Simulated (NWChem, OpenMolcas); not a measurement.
## How basis sets differ on C2H5AlO (SMILES [CH3][Al]1[CH2][O]1)

C2H5AlO has 9 atoms, charge 0, and is taken as a singlet. SMILES: `[CH3][Al]1[CH2][O]1`. Geometry: relaxed at PBE0-D4/def2-TZVP.

```xyz
9

C    -0.6709    1.3202   -1.0815
Al    0.0513   -0.0767    0.0442
C     0.6787   -1.2802    1.3493
O     0.7893   -1.6095   -0.0979
H     0.0397    1.5750   -1.8721
H    -0.9002    2.2260   -0.5175
H    -1.5912    0.9768   -1.5621
H     0.0385   -1.9805    1.8877
H     1.6532   -1.1974    1.8328
```

Each level gives the HOMO–LUMO gap (eV). The values are calculated.

| level | kind | program | value (eV) | CPU time |
| --- | --- | --- | --- | --- |
| HF/ANO-L-MB | Hartree–Fock | OpenMolcas | 11.12 | 4.7 s |
| HF/ANO-R0 (sfX2C) | Hartree–Fock | OpenMolcas | 11.45 | 1.9 s |
| HF/STO-3G | Hartree–Fock | NWChem | 14.48 | 2.9 s |
| HF/3-21G | Hartree–Fock | NWChem | 11.31 | 3.9 s |
| HF/6-31G* (spherical functions) | Hartree–Fock | OpenMolcas | 11.26 | 7.3 s |

The values span 11.12 to 14.48 eV. A Hartree–Fock LUMO above zero doesn't converge with the basis: it sinks as sets grow more diffuse. Orbital gaps aren't excitation energies. Times are those of the runs behind each value, whatever else they computed, on shared processors of several kinds: orders of magnitude only.
